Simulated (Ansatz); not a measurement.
Program: Ansatz. Geometries: PBE0-D4/def2-TZVP. ΔE: electronic, gas phase. CBS: MP2 limit from def2 TZ/QZ plus the TZ coupled-cluster correction, frozen cores. This one scheme is used for every species. DFT in def2-TZVPP. Each species was taken in one conformer, which may not be the lowest.

Reaction (ligand exchange at the Si–N bond): `F/C=N/[SiH2]F` + `NCF` → `FCN[SiH2]F` + `N=CF`

```tsv
level	ΔE (eV)
r2SCAN-D4	0.08
ωB97X-V	0.04
ωB97M-V	0.03
B2PLYP	0.07
r2SCAN	0.08
MP2/def2-TZVPP	0.04
CCSD/def2-TZVPP	0.01
MP2/def2-QZVPP	0.04
```

**Question.** What does CCSD(T)/CBS give? (Best estimate.)

**Answer.** Ansatz gave: +0.02 eV. The listed levels differ from it by 0.06, 0.02, 0.01, 0.05, 0.06, 0.02, -0.01, 0.02 eV.

Largest T1 diagnostic among the species: 0.013.

In def2-TZVPP, CCSD(T) changes the Hartree–Fock value by −0.07 eV (the triples alone add +0.00 eV) and MP2 by −0.04 eV.
